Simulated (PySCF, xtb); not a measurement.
Sn(CF3)(OH)3 (CH₃F₃O₃Sn), SMILES [Sn]([OH])([OH])([C](F)(F)F)[OH].

GFN2-xTB in xtb at its own geometry gives an orbital gap of 3.69 eV and a dipole moment of 1.87 D.

Coordinates come from a PBE0-D3(BJ)/def2-SVP optimisation. The def2 effective core potentials stand for the cores of Sn; spin–orbit coupling is left out. One conformer was computed; it need not be the lowest.

Question: What does PBE0/def2-TZVP run with PySCF give? (The exact figures need the calculation; the answer reports its results.)

Answer: gap 7.14 eV (levels -8.85 and -1.71 eV), dipole 1.89 D.
